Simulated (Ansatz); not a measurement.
`O[SiH2]O[Si](O)(O)O` + `N[SiH2][SiH3]` → `O[SiH2]N[SiH2][SiH3]` + orthosilicic acid  (ligand exchange at the Si–O bond)

Computed with Ansatz on PBE0-D4/def2-TZVP structures; ΔE is electronic, products minus reactants. CCSD(T)/CBS adds triple-zeta CCSD(T) − MP2 to the extrapolated MP2 energy (def2 sets, frozen cores). This one scheme is used for every species. Functionals use def2-TZVPP. B3LYP here is the variant with VWN-RPA as its local correlation; programs differ in this. Each species was taken in one conformer, which may not be the lowest.

| level | ΔE (kJ/mol) | difference from CCSD(T)/CBS |
| --- | --- | --- |
| PBE-D4 | 47.3 | -6.2 |
| r2SCAN-D4 | 55.1 | 1.6 |
| PBE0-D4 | 49.8 | -3.7 |
| B3LYP-D4 | 56.6 | 3.1 |
| ωB97X-V | 55.0 | 1.5 |
| ωB97M-V | 53.7 | 0.2 |
| B2PLYP | 57.6 | 4.1 |
| PBE | 48.8 | -4.7 |
| r2SCAN | 55.4 | 1.9 |
| PBE0 | 51.2 | -2.3 |
| B3LYP | 59.2 | 5.7 |
| HF/def2-TZVPP | 67.8 | 14.3 |
| MP2/def2-TZVPP | 52.6 | -0.9 |
| SCS-MP2/def2-TZVPP | 55.5 | 2.0 |
| CCSD/def2-TZVPP | 55.7 | 2.2 |
| CCSD(T)/def2-TZVPP | 53.7 | 0.2 |
| HF/def2-QZVPP | 68.9 | 15.4 |
| MP2/def2-QZVPP | 52.9 | -0.6 |
| SCS-MP2/def2-QZVPP | 55.7 | 2.2 |
| HF/CBS(def2) | 69.1 | 15.6 |
| MP2/CBS(def2) | 52.5 | -1.0 |
| CCSD/CBS(def2) | 55.6 | 2.1 |
| CCSD(T)/CBS | 53.5 | 0 |

Largest T1 diagnostic among the species: 0.012.

In def2-TZVPP, CCSD(T) changes the Hartree–Fock value by −14.1 kJ/mol (the triples alone add −2.1 kJ/mol) and MP2 by −15.1 kJ/mol.
